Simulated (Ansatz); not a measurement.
Consider the redistribution: `O[SiH](O)S[SiH2]Cl` + `[SiH3]C#[C][GeH3]` → `O[SiH](O)C#C[SiH3]` + `Cl[SiH2][S][GeH3]`.

Computed with Ansatz on PBE0-D4/def2-TZVP structures; ΔE is electronic, products minus reactants. CCSD(T)/CBS adds triple-zeta CCSD(T) − MP2 to the extrapolated MP2 energy (def2 sets, frozen cores). For Ge outer-core shells are correlated without core-valence functions, which leaves a few kJ/mol of doubt a bond. Scalar relativity is left out up to krypton. Each species was taken in one conformer, which may not be the lowest.

| species | CCSD(T)/def2-SVP energy (Eh) |
| --- | --- |
| `O[SiH](O)S[SiH2]Cl` | -1588.06443 |
| `[SiH3]C#[C][GeH3]` | -2443.70348 |
| `O[SiH](O)C#C[SiH3]` | -807.39863 |
| `Cl[SiH2][S][GeH3]` | -3224.36754 |

Task: Work out ΔE.

Result: ΔE = (-807.39863) + (-3224.36754) − (-1588.06443) − (-2443.70348) = 0.00174 Eh = +4.6 kJ/mol. CCSD(T)/CBS gives +3.1 kJ/mol.

Largest T1 diagnostic among the species: 0.013.

In def2-TZVPP, CCSD(T) changes the Hartree–Fock value by +6.6 kJ/mol (the triples alone add +0.7 kJ/mol) and MP2 by +7.6 kJ/mol. Leaving LDA and LC-ωPBE aside and taking each functional with its dispersion term where it has one, the values, not all of them listed here, spread over 3.7 kJ/mol, from BLYP-D4 to ωB97X-V. LDA lies +4.5 kJ/mol from PBE without D4. The D4 term adds +3.1 kJ/mol with B3LYP and +1.8 kJ/mol with PBE0; it sums over pairs of atoms, weighted by their polarisabilities, and B3LYP, whose exchange is more repulsive, gets the larger term.

B3LYP here is the variant with VWN-RPA as its local correlation; programs differ in this.
